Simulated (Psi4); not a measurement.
Interaction energy of H3N ··· H3ClSi (SMILES N and [SiH3]Cl). Monomers: optimised at B3LYP-D3(BJ) (def2-TZVP), held rigid. Orientation: a random orientation, not optimised. R is the distance of the centres of mass, along which the second monomer moves.

Geometry at R = 4.13 Å (first 4 atoms: monomer A):
```
9

N      0.0001     0.0014     0.2791
H      0.9352    -0.1199    -0.0927
H     -0.5711    -0.7506    -0.0892
H     -0.3642     0.8692    -0.0972
Si    -4.8397     0.4329     1.1969
Cl    -3.0303    -0.2507     1.9240
H     -4.7056     1.8689     0.8839
H     -5.8691     0.2253     2.2338
H     -5.1732    -0.3312    -0.0209
```

Levels of theory: PBE/def2-TZVP, counterpoise-corrected (Psi4); PBE-D3(BJ)/def2-TZVP, counterpoise-corrected (Psi4); SAPT0/jun-cc-pVDZ, frozen core (Psi4).

Interaction energies in kJ/mol; the last columns give the difference from SAPT0:

| R / Å | PBE/def2-TZVP | PBE-D3(BJ)/def2-TZVP | SAPT0/jun-cc-pVDZ | PBE/def2-TZVP − SAPT0/jun-cc-pVDZ | PBE-D3(BJ)/def2-TZVP − SAPT0/jun-cc-pVDZ |
|---|---|---|---|---|---|
| 3.53 | 13.88 | 9.81 | 18.20 | -4.33 | -8.39 |
| 3.77 | 5.29 | 1.87 | 8.14 | -2.85 | -6.26 |
| 3.94 | 2.46 | -0.52 | 4.73 | -2.27 | -5.25 |
| 4.13 | 0.91 | -1.61 | 2.74 | -1.83 | -4.35 |
| 4.36 | 0.18 | -1.84 | 1.62 | -1.44 | -3.46 |
| 4.55 | 0.02 | -1.64 | 1.20 | -1.18 | -2.84 |
| 4.80 | 0.04 | -1.23 | 0.95 | -0.91 | -2.18 |
| 5.14 | 0.17 | -0.70 | 0.81 | -0.65 | -1.51 |
| 5.64 | 0.31 | -0.19 | 0.71 | -0.40 | -0.90 |
| 6.33 | 0.34 | 0.10 | 0.59 | -0.25 | -0.49 |
| 7.33 | 0.26 | 0.16 | 0.42 | -0.17 | -0.26 |
| 8.66 | 0.16 | 0.13 | 0.28 | -0.11 | -0.15 |

PBE/def2-TZVP is furthest from SAPT0/jun-cc-pVDZ at 3.53 (-4.33 kJ/mol, below); its mean absolute difference over the points is 1.37 kJ/mol.

PBE-D3(BJ)/def2-TZVP is furthest from SAPT0/jun-cc-pVDZ at 3.53 (-8.39 kJ/mol, below); its mean absolute difference over the points is 3.00 kJ/mol.
